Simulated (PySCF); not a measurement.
## Interval between two levels of Ir⁺ by level of theory

Ir⁺ [Xe] 4f14 5d7 6s1 [5F5, M_J = 5] → Ir⁺ [Xe] 4f14 5d6 6s1 6p1 [7F6, M_J = 6], as a difference of total energies. Calculation: PySCF 2.14, in x2c-TZVPall-2c with one added diffuse shell each of s, p, d type (12s12p11d2f, 117 functions); the two-component X2C-1e Hamiltonian. Correlated levels: [Kr] 4d10 4f14 frozen; the 34 highest virtual spinors dropped. "Screened" scales the spin-orbit matrix elements by Boettger's factors to mimic the two-electron term; Breit and QED terms are absent.

```json
{"method": "GHF (screened spin-orbit)", "interval between two levels (cm⁻¹)": "49931"}
{"method": "GMP2 (screened spin-orbit)", "interval between two levels (cm⁻¹)": "57085"}
```

The labels give the starting determinants; with spin-orbit coupling the two ends relaxed to ⟨J²⟩ = 30.01, ⟨L²⟩ = 12.79, ⟨S²⟩ = 5.84 and ⟨J²⟩ = 42.04, ⟨L²⟩ = 13.45, ⟨S²⟩ = 11.22.
